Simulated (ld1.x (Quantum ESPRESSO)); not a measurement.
cerium (Ce): one change to a TM potential, before and after

ld1.x (Quantum ESPRESSO) 7.5 input, shortened:

```
&input
   title='Ce', zed=58., rel=0, dft='BP', iswitch=3,
   config='[Xe] 4f1 5d1 6s1 6p0'
 /
 &inputp
   pseudotype=2, tm=.true., lloc=2,
   nlcc=.true., rcore=0.55
 /
4
6S  1  0   1.00   0.00  2.70  2.70  0.0
5P  2  1   6.00   0.00  3.10  3.10  0.0
4F  4  3   1.00   0.00  1.10  1.10  0.0
5D  3  2   1.00   0.00  2.15  2.15  0.0
 &test
   configts(1)='4f1 5p6 5d1 6s1 6p0'
 /
```

Change: type TM semilocal; local potential the p channel.

Cutoffs: the cutoffs (Ry, on a coarse ladder) from which the occupation-weighted sum of valence levels, in a spherical-Bessel basis at the reference potential, stays within 10 and 1 mRy of its value at 400 Ry; they do not see the model core or the augmentation charge, which bear on the density cutoff. Errors are all-electron minus pseudo energies relative to the spin-unpolarised reference configuration.

How do hardness, ghosts and transferability respond?

The potential gets neither clearly harder nor softer (230 Ry and 260 Ry → 230 Ry and 260 Ry); both files keep a bound ghost (s); the number of tests that count goes from 7 to 5; of the 5 tests that both files solve, the error grows in 3 and shrinks in 1 by more than 15 % and 0.3 meV (median size 9.8 → 12.7 meV); the range in which the s phases agree narrows (upper end 3.1 → -0.5); the range in which the f phases agree widens (upper end 0.2 → 3.5). A semilocal file is local in each channel, so a ghost entry of none says nothing of the separable form that plane-wave codes build from it.

```csv
quantity,base,changed
"cutoff, loose",230 Ry,230 Ry
"cutoff, tight",260 Ry,260 Ry
bound ghosts,s,s
"tests counted (converged, no solver errors)",7 of 7,5 of 7
"error for 4f1 5p6 5d1 6s2 6p0, meV [ΔE -5.92 eV]",-12,+16
"error for 4f1 5p6 5d1 6s0 6p0, meV [ΔE 10.67 eV]",-5.9,-5.8
"error for 4f1 5p6 5d0 6s0 6p0, meV [ΔE 30.43 eV]",-9.8,-13
"error for 4f2 5p6 5d1 6s0 6p0, meV [ΔE -3.14 eV]",-240,-173
"error for 4f1 5p6 5d1 6s1.5 6p0, meV [ΔE -3.54 eV]",-3.1,+4.7
s: phases at 3.35 bohr within 0.05 rad from the reference energy up to (Ry; the scan ends near 5),3.1,-0.5
p: phases at 3.35 bohr within 0.05 rad from the reference energy up to (Ry; the scan ends near 5),-0.7,-0.6
d: phases at 3.35 bohr within 0.05 rad from the reference energy up to (Ry; the scan ends near 5),1.4,1.4
f: phases at 3.35 bohr within 0.05 rad from the reference energy up to (Ry; the scan ends near 5),0.2,3.5
```

Changed file: Tests not counted: 4f1 5p5 5d1 6s2 6p0 (solver errors, printed error -11.0 eV); 4f0 5p6 5d2 6s2 6p0 (solver errors, printed error -36.1 eV). These tests converged, but a pseudo level misses the all-electron one widely, so the file describes the atom poorly there or has found another state: 4f1 5p6 5d1 6s0 6p0: empty 6p by 6.8 eV; 4f1 5p6 5d0 6s0 6p0: empty 6p by 11.0 eV (a node warning on the way). A true bound ghost makes a file unfit for plane-wave use even where its test errors are small: the radial tests pick states by their node count and pass the ghost by. Where a test does run into it, the solver fails or the error is huge.
